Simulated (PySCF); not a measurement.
## Correlation energy of Sn (tin, neutral)

[Kr] 4d10 5s2 5p2, high-spin 3P determinant. Computed with PySCF 2.14 in cc-pVTZ-PP with ECP28MDF (5s4p3d1f, 39 functions), with scalar relativity through the core potential. Frozen: 4s2 4p6 4d10; 4 electrons correlated.

MP2 pair energies summed by pair of shells (mhartree):

```json
{"pair": "5s-5p", "energy": "-25.86", "share (%)": "60.0"}
{"pair": "5s-5s", "energy": "-13.11", "share (%)": "30.4"}
{"pair": "5p-5p", "energy": "-4.10", "share (%)": "9.5"}
```

Total MP2 correlation energy: -43.07 mhartree.

Same-spin part -7.45 and opposite-spin part -35.62 mhartree; SCS-MP2 scales them by 1/3 and 6/5 to -45.23 mhartree.

```tsv
level	correlation energy (mhartree)
CCSD	-56.11
(T)	-1.56
CCSD(T)	-57.67
```

Diagnostics: T1 = 0.0093, D1 = 0.0247, largest double amplitude 0.087.

Cost of the coupled-cluster step: 0.29 s of wall time on 1 thread of AMD EPYC 7B13 (shared host), for 4 correlated electrons.
